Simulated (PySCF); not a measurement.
GeO3, SMILES [O]1[Ge]([O]1)=[O]. The structure is a stationary point at PBE0-D3(BJ)/def2-SVP.

Computed equilibrium geometry at PBE0-D3(BJ)/def2-SVP (PySCF confirms it by a frequency run) as bond lengths and angles, and its point group:
point group C2v.
Atoms: Ge1 O2 O3 O4. Bonded distances (Å): Ge1–O2 1.617, Ge1–O3 1.757, Ge1–O4 1.757. Bond angles (°): O2–Ge1–O3 153.0, O2–Ge1–O4 153.0, O3–Ge1–O4 54.1.
